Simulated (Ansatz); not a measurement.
Two isomers of CH6SSi2: A = `S[SiH]1C[SiH2]1`, B = `C[SiH]1[SiH2]S1`.

Isolated molecules relaxed with PBE0-D4/def2-TZVP in Ansatz; ΔE leaves out vibrations. CCSD(T)/CBS adds triple-zeta CCSD(T) − MP2 to the extrapolated MP2 energy (def2 sets, frozen cores). Functionals use def2-TZVPP. B3LYP here is the variant with VWN-RPA as its local correlation; programs differ in this. Each species was taken in one conformer, which may not be the lowest.

Task: Which isomer does CCSD(T)/CBS put lower? Give the gap. (Estimate.)

Result: The calculation gave: B, by 31.5 kcal/mol.

Task: Give E(B) − E(A) in kcal/mol with LDA (SPW92), PBE-D4, r2SCAN-D4, CCSD(T)/def2-TZVPP, HF/def2-TZVPP, B3LYP, B2PLYP. (An estimate is asked.)

Result: Ansatz gave: LDA (SPW92) -29.4, PBE-D4 -30.5, r2SCAN-D4 -31.5, CCSD(T)/def2-TZVPP -30.7, HF/def2-TZVPP -32.4, B3LYP -30.6, B2PLYP -31.3. None reverses the order clearly.

Task: Does the order hold for the free energy at 298.15 K (harmonic terms from PBE0-D4)? (Estimate.)

Result: Computed: Yes: G(B) − G(A) = -28.9 kcal/mol, for one conformer each.

Largest T1 diagnostic: 0.013.

From BLYP to BHLYP (50 % exact exchange), in def2-TZVPP and without D4, E(B) − E(A) moves by −1.7 kcal/mol. At CCSD(T), def2-SVP lies +2.0 kcal/mol from the extrapolated value and def2-TZVPP +0.8 kcal/mol.
